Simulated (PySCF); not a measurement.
## Diatomic cations of Ge with the fourth-period p block

PBE0 with triple-zeta basis sets in PySCF, for the lowest determinant that a PBE0 search found; no spin–orbit coupling. De refers to high-spin ground-configuration atoms (the charge goes to the atom of lower measured ionisation energy or higher electron affinity, which is not always the lowest computed limit). A positive dipole points towards Ge; it is taken about the centre of mass and depends on that origin.

| M | basis | charged atom | state (unpaired electrons) | Re (Å) | ωe (cm⁻¹) | De (eV) | μ (D) |
| --- | --- | --- | --- | --- | --- | --- | --- |
| Ge | cc-pVTZ-PP | Ge+ | quartet (σ ↑, π ↑↑) | 2.412 | 258 | 3.30 | n/a |
| As | def2-TZVPPD | Ge+ | triplet (π ↑↑) | 2.405 | 289 | 2.76 | 1.45 |
| Se | def2-TZVPPD | Ge+ | doublet (π ↑) | 2.293 | 330 | 3.54 | 2.40 |
| Br | def2-TZVPPD | Ge+ | singlet (closed shell) | 2.204 | 372 | 4.35 | 3.26 |

(1) By what factor does the well depth vary along the series?

The rows differ in basis set, which adds steps of its own.

The state changes along the series, so neighbouring rows are not always alike in their bonding.

For an ion De counts to the pair picked by the measured ionisation energies or electron affinities, which need not be the lowest pair at this level. States were picked by a PBE0 search and need not be the measured ground states.

Results:

(1) At PBE0 it runs from 2.76 eV (GeAs⁺) to 4.35 eV (GeBr⁺), a factor of 1.58.
